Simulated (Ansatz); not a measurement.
Computed with Ansatz on PBE0-D4/def2-TZVP structures; ΔE is electronic, products minus reactants. CCSD(T)/CBS is the MP2 limit (def2-TZVPP, def2-QZVPP) plus CCSD(T) − MP2 in def2-TZVPP, frozen cores. This one scheme is used for every species. Functionals use def2-TZVPP. B3LYP here is the variant with VWN-RPA as its local correlation; programs differ in this. Each species was taken in one conformer, which may not be the lowest.

`CO[SiH](N)N` + `[SiH3]OBCl` → `N[SiH](N)O[SiH3]` + `COBCl`  (redistribution)

`CO[SiH](N)N`:

Cartesian coordinates in Å:
```
C 1.467 0.505 1.144
O 1.024 0.822 -0.153
Si -0.302 0.155 -0.857
N -1.645 0.578 0.117
N -0.378 -1.544 -0.992
H 0.679 0.650 1.891
H 1.810 -0.535 1.204
H 2.307 1.157 1.391
H -0.232 0.689 -2.237
H -1.729 1.514 0.480
H -2.548 0.175 -0.070
H -0.566 -2.133 -0.198
H 0.115 -2.034 -1.719
```

`[SiH3]OBCl`:

Z-matrix (Å, degrees):
```
Si
O 1 1.668
H 1 1.482 2 109.7
H 1 1.479 2 105.7 3 119.2
H 1 1.482 2 109.7 3 -121.7
B 2 1.335 1 132.7 3 60.9
Cl 6 1.771 2 120.6 1 0.0
H 6 1.191 2 121.3 1 180.0
```

`N[SiH](N)O[SiH3]`:

Z-matrix (Å, degrees):
```
Si
N 1 1.701
O 1 1.643 2 117.5
N 1 1.709 2 106.0 3 117.4
H 1 1.482 2 105.9 3 -116.0
H 2 1.007 1 121.7 3 -69.2
H 2 1.006 1 121.1 3 83.6
Si 3 1.633 1 139.6 2 65.1
H 4 1.007 1 120.5 2 -165.2
H 4 1.007 1 120.1 2 48.4
H 8 1.488 3 110.6 1 80.3
H 8 1.488 3 111.1 1 -40.3
H 8 1.484 3 108.5 1 -160.3
```

`COBCl`:

Cartesian coordinates in Å:
```
C -0.406 0.871 0.588
O -0.586 -0.348 -0.108
B 0.439 -0.995 -0.667
Cl 0.112 -2.500 -1.510
H -0.753 0.741 1.615
H 0.642 1.179 0.592
H -1.011 1.641 0.106
H 1.563 -0.590 -0.616
```

Q: Is it downhill or uphill in electronic energy at CCSD(T)/CBS, and by how much? (Estimate.)

A: Ansatz gave: Downhill: ΔE = -22.5 kJ/mol.

Q: What do these levels give: PBE-D4, r2SCAN-D4, PBE0-D4, B3LYP-D4, PBE, HF/def2-TZVPP, MP2/def2-TZVPP, SCS-MP2/def2-TZVPP, CCSD/def2-TZVPP, HF/def2-QZVPP, SCS-MP2/def2-QZVPP, HF/CBS(def2)? (An estimate is asked.)

A: The calculation gave: PBE-D4 -22.3, r2SCAN-D4 -23.3, PBE0-D4 -23.0, B3LYP-D4 -22.8, PBE -23.1, HF/def2-TZVPP -24.8, MP2/def2-TZVPP -22.6, SCS-MP2/def2-TZVPP -23.3, CCSD/def2-TZVPP -23.5, HF/def2-QZVPP -25.4, SCS-MP2/def2-QZVPP -23.3, HF/CBS(def2) -25.5 kJ/mol.

Largest T1 diagnostic among the species: 0.012.
